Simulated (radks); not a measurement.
The numbers below are computed, except where a source is named.
Problem. The mean radii <r> (bohr) of the occupied orbitals of an atom or ion are listed with their occupations. Code: a radial shooting solver on a logarithmic mesh with Libxc functionals. Model: scalar-relativistic Kohn-Sham, XLYP, spin-polarised, spherical densities, point nucleus.

| orbital | occ. | <r> |
|---|---|---|
| 1s | 2 | 0.02556 |
| 2s | 2 | 0.1079 |
| 2p | 6 | 0.09428 |
| 3s | 2 | 0.2593 |

Name the element and its charge. Open shells, if any, are filled with parallel spins first.

Solution. Z = 56, barium, charge +44: Ba44+ in [Ne] 3s2. The 1s radius gives Z: for a bare nucleus <r> = (2 gamma + 1)/(2Z) with gamma = sqrt(1 - (Z/c)^2), 0.02523 bohr for Z = 56, and screening makes it slightly larger (0.02556 here). The occupations add up to 12, and the charge is Z minus that.
